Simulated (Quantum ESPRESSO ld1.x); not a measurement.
Results of a calculation; reference values are marked as such.
Question: The mean radii <r> (bohr) of the occupied orbitals of an atom or ion are listed with their occupations. Level of theory: scalar-relativistic Kohn-Sham, relativistic LDA (MacDonald-Vosko exchange, VWN5 correlation), spin-unpolarised, spherical densities, point nucleus (ld1.x of Quantum ESPRESSO 7.5).

| orbital | occ. | <r> |
|---|---|---|
| 1s | 2 | 0.01779 |
| 2s | 2 | 0.07400 |
| 2p | 6 | 0.06614 |

Name the element and its charge.

Answer: Z = 76, osmium, charge +66: Os66+ in [Ne]. The 1s radius gives Z: for a bare nucleus <r> = (2 gamma + 1)/(2Z) with gamma = sqrt(1 - (Z/c)^2), 0.01753 bohr for Z = 76, and screening makes it slightly larger (0.01779 here). The occupations add up to 10, and the charge is Z minus that.
